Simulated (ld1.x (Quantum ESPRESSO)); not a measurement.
**silicon: one change to a PAW potential, before and after**

Si, PAW, made with ld1.x (Quantum ESPRESSO) 7.5 (PBEsol, non-relativistic). Core [Ne], reference 3s2 3p2. Waves: 3s (bound): rcut 1.55, rcutus 1.95 bohr; 3s channel at 1.05 Ry: rcut 1.55, rcutus 1.95 bohr; 3p (bound): rcut 1.35, rcutus 1.65 bohr; 3p channel at 0.05 Ry: rcut 1.35, rcutus 1.65 bohr; 3d channel at -0.15 Ry: rcut 1.25, rcutus 1.55 bohr; 3d channel at 0.85 Ry: rcut 1.25, rcutus 1.55 bohr. Local part: all-electron potential smoothed inside 1.25 bohr (lloc = -1). Core correction: a·sin(br)/r model core, default radius (core density twice the valence density). Augmentation charge: PSQ, inside the norm-conserving radii.

Change: local potential all-electron potential smoothed inside 1.65 bohr (lloc = -1).

Cutoffs: the cutoffs (Ry, on a coarse ladder) from which the occupation-weighted sum of valence levels, in a spherical-Bessel basis at the reference potential, stays within 10 and 1 mRy of its value at 400 Ry; they do not see the model core or the augmentation charge, which bear on the density cutoff. Errors are all-electron minus pseudo energies relative to the spin-unpolarised reference configuration.

What does the change do?

Both files are so soft that the ladder of cutoffs tells neither apart; the errors of the 7 common tests hardly move; the range in which the s phases agree widens (upper end 3.8 → 4.9); neither file shows a bound ghost.

| quantity | base | changed |
| --- | --- | --- |
| cutoff, loose | 6 Ry | 6 Ry |
| cutoff, tight | 10 Ry | 10 Ry |
| bound ghosts | none | none |
| error for 3s2 3p1, meV [ΔE 7.72 eV] | -0.8 | -0.8 |
| error for 3s2 3p0, meV [ΔE 23.70 eV] | -9.5 | -9.7 |
| error for 3s1 3p0, meV [ΔE 57.53 eV] | -60 | -61 |
| error for 3s2 3p2.3, meV [ΔE -0.93 eV] | 0.0 | 0.0 |
| error for 3s1 3p2, meV [ΔE 15.07 eV] | -3.2 | -3.3 |
| error for 3s1 3p3, meV [ΔE 6.74 eV] | -0.8 | -0.9 |
| error for 3s2 3p1.5, meV [ΔE 2.91 eV] | -0.1 | -0.1 |
| s: phases at 2.15 bohr within 0.05 rad from the reference energy up to (Ry; the scan ends near 5) | 3.8 | 4.9 |
| p: phases at 2.15 bohr within 0.05 rad from the reference energy up to (Ry; the scan ends near 5) | 3.3 | 4.1 |
| d: phases at 2.15 bohr within 0.05 rad from the reference energy up to (Ry; the scan ends near 5) | to the end of the scan | to the end of the scan |
| lowest overlap eigenvalue by channel | s 0.35, p 0.76, d 0.92 | s 0.43, p 0.77, d 0.97 |
